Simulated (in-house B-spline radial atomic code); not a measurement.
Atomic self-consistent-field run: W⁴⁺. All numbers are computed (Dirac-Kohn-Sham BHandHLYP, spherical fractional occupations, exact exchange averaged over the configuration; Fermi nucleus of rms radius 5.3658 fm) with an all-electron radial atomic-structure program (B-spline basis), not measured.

Command:
```bash
python run_scf.py task.json out
```
Settings (nuclear radius in fm, mass in u):
```
Z                74
configuration    [Xe] 4f14 5d2
hamiltonian      dirac
method           bhandhlyp
spin_polarised   False
nucleus          fermi
rms_radius       5.3658
atomic_mass      183.95093
speed_of_light   137.035999084
exact_exchange   averaged over the configuration
```

Output (hartree, bohr):
```
 radial grid: 69 intervals, B-splines of order 8, outer radius 30.8511 bohr

 iter        energy (Eh)    residual
    1      -16157.735976    5.80e-01
    2      -16158.836307    7.62e-02
    3      -16159.020860    2.83e-02
    4      -16159.029759    6.73e-03
    5      -16159.030531    2.86e-03
    6      -16159.030763    2.09e-03
    7      -16159.030826    1.82e-04
    8      -16159.030827    2.80e-05
    9      -16159.030827    2.62e-06
   10      -16159.030827    6.64e-08

 total energy                    -16159.03083
 kinetic                           18193.6279
 electron-nucleus                 -40244.0173
 Hartree                            6213.8731
 exact exchange                     -158.1922
 exchange-correlation               -164.3224

 first-order corrections (not in the total)
   Gaunt                            19.2423
   retardation                      -2.0388
   frequency dependence             -0.3315
   self-energy                      14.0139
   Uehling                          -2.6304
   Wichmann-Kroll                    0.1044
   recoil                            0.0297

 orbital      occ     eigenvalue          <r>       <r^2>       <1/r>       r_max    small
 1s1/2      2.000     -2562.0795    0.0183474 0.000463074     87.0397     0.01146  7.79e-02
 2s1/2      2.000      -445.9249    0.0769234  0.00705895     21.1899     0.06585  1.77e-02
 2p1/2      2.000      -426.0838    0.0636893  0.00504802     21.1366     0.04899  1.77e-02
 2p3/2      4.000      -376.3122    0.0716261  0.00624615     17.7652     0.05581  1.60e-02
 3s1/2      2.000      -105.0723     0.200336   0.0460308     7.78528      0.1854  5.82e-03
 3p1/2      2.000       -96.2439      0.19048   0.0422963     7.69429      0.1737  5.76e-03
 3p3/2      4.000       -85.3974     0.205134   0.0488454       6.825      0.1876  5.27e-03
 3d3/2      4.000       -70.6143     0.179693   0.0379372      6.7089      0.1471  5.14e-03
 3d5/2      6.000       -68.2672     0.184207   0.0397368     6.50348       0.151  5.00e-03
 4s1/2      2.000       -23.5532     0.449626    0.228381     3.25896      0.4211  1.90e-03
 4p1/2      2.000       -19.8700     0.455123    0.235918      3.1475      0.4212  1.81e-03
 4p3/2      4.000       -17.3422     0.487452    0.270359     2.85282      0.4502  1.63e-03
 4d3/2      4.000       -11.2830     0.505055    0.295772      2.6345      0.4475  1.43e-03
 4d5/2      6.000       -10.8130     0.516379    0.309004     2.56221      0.4569  1.38e-03
 5s1/2      2.000        -4.7737      1.06662     1.27575     1.25913      0.9657  4.20e-04
 5p1/2      2.000        -3.6105      1.16271      1.5249     1.14148       1.032  3.54e-04
 5p3/2      4.000        -3.2244      1.25305     1.76973     1.04237       1.111  3.07e-04
 4f5/2      6.000        -3.1927     0.595319     0.44046     2.11167      0.4274  9.89e-04
 4f7/2      8.000        -3.1069     0.604317    0.454341     2.08133      0.4325  9.67e-04
 5d3/2      0.800        -1.7494      1.64586     3.10277    0.777973       1.383  1.77e-04
 5d5/2      1.200        -1.7129      1.68389     3.24454    0.757893       1.417  1.69e-04
```

Cost of the run: 2.5 s on 1 thread of Arm Neoverse V2, with other jobs on the host.

For the Dirac Hamiltonian the kinetic term is c α·p + (β - 1)c².
